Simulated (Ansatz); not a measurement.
Species: MoS$_{4}$ (charge -2, singlet). SMILES: [S]=[Mo-2](=[S])(=[S])=[S]
Structure (B3LYP-D3(BJ)/def2-TZVP (Ansatz, a first-principles code) minimum search):
```
Mo
S 1 2.2086
S 1 2.2086 2 109.47
S 1 2.2086 2 109.47 3 -120.00
S 1 2.2086 2 109.47 4 -120.00
```
Charge -2, spin multiplicity 1.

Parts of the frozen-core correlation energy in def2-SVP (Ansatz, hartree). Frozen orbitals: 24; correlated occupied orbitals by spin: 16 and 16; virtual: 63 and 63. No spin-orbit coupling. In def2 rows, elements after Kr have scalar-relativistic effective core potentials.

```tsv
term	value
reference (HF)	-1657.20867
MP2 opposite-spin	-0.57026
MP2 same-spin	___
CCSD correlation	___
(T)	___
T1 diagnostic	0.031
largest doubles amplitude	0.056
```

Task: What belongs in the gaps?

Result: 
- MP2 same-spin, value: -0.25883
- CCSD correlation, value: -0.78029
- (T), value: -0.06052
